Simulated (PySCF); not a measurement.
Species: C7H8Cl (charge +1).
Atom-mapped SMILES: `[Cl:1][CH2:2][C:3]1=[CH:4][CH2:5][CH+:6][CH:7]=[CH:8]1` (hydrogens: H9, H10 on C2; H11 on C4; H12, H13 on C5; H14 on C6; H15 on C7; H16 on C8)

The closed-shell SCF was solved with PySCF and density fitting under several settings on one GFN2-xTB geometry (grid level 2 and gas phase unless stated).

| settings | basis functions | SCF cycles | E (Eh) | HOMO (eV) | LUMO (eV) |
| --- | --- | --- | --- | --- | --- |
| PBE0/pcSseg-1, grid level 3, start guess sap | 183 | 18 | -730.9200 | -12.30 | -8.60 |
| PBE0/IGLO-II, damping 0.2 at the start, DIIS from the seventh cycle | 237 | 16 | -731.0103 | -12.16 | -8.49 |
| WP04/3-21G, grid level 1, fitting basis def2-universal-jkfit | 92 | 11 | -738.6947 | -13.33 | -10.69 |

Estimate the row for these settings: PBE0/6-31G, grid level 1, fitting basis def2-universal-jkfit.

```csv
settings,basis functions,SCF cycles,E (Eh),HOMO (eV),LUMO (eV)
"PBE0/6-31G, grid level 1, fitting basis def2-universal-jkfit",92,11,-730.8838,-12.19,-8.44
```

Over all rows, what range does the HOMO–LUMO gap span?

From 2.64 eV (WP04/3-21G, grid level 1, fitting basis def2-universal-jkfit) to 3.75 eV (PBE0/6-31G, grid level 1, fitting basis def2-universal-jkfit). The functional of the narrowest has 12 % exact exchange, that of the widest 25 % exact exchange.

Compare two rows with the functional PBE0: PBE0/pcSseg-1, grid level 3, start guess sap and PBE0/6-31G, grid level 1, fitting basis def2-universal-jkfit. Which energy is lower, and by how much?

PBE0/pcSseg-1, grid level 3, start guess sap (183 functions) lies 0.0362 Eh or 23 kcal/mol below PBE0/6-31G, grid level 1, fitting basis def2-universal-jkfit (92 functions).

Whole jobs, the steps after the SCF included, on one thread, Arm Neoverse V2 (aarch64) (shared host):

```tsv
settings	work after the SCF	wall time	peak memory
PBE0/pcSseg-1, grid level 3, start guess sap	shieldings, ring-centre shieldings, charges and field gradients	43 s	0.92 GiB
PBE0/IGLO-II, damping 0.2 at the start, DIIS from the seventh cycle	12 singlets by TDA, polarisability, density and orbital grids written	46 s	0.97 GiB
WP04/3-21G, grid level 1, fitting basis def2-universal-jkfit	shieldings, ring-centre shieldings	5.6 s	0.58 GiB
PBE0/6-31G, grid level 1, fitting basis def2-universal-jkfit	shieldings, ring-centre shieldings, charges and field gradients	7.7 s	0.58 GiB
```

WP04 was designed for NMR shieldings or shifts; total energies of different functionals aren't comparable.

The values belong to the conformer `[Cl:1][CH2:2][C:3]1=[CH:4][CH2:5][CH+:6][CH:7]=[CH:8]1`: Cl1–C2–C3–C4 -98°.
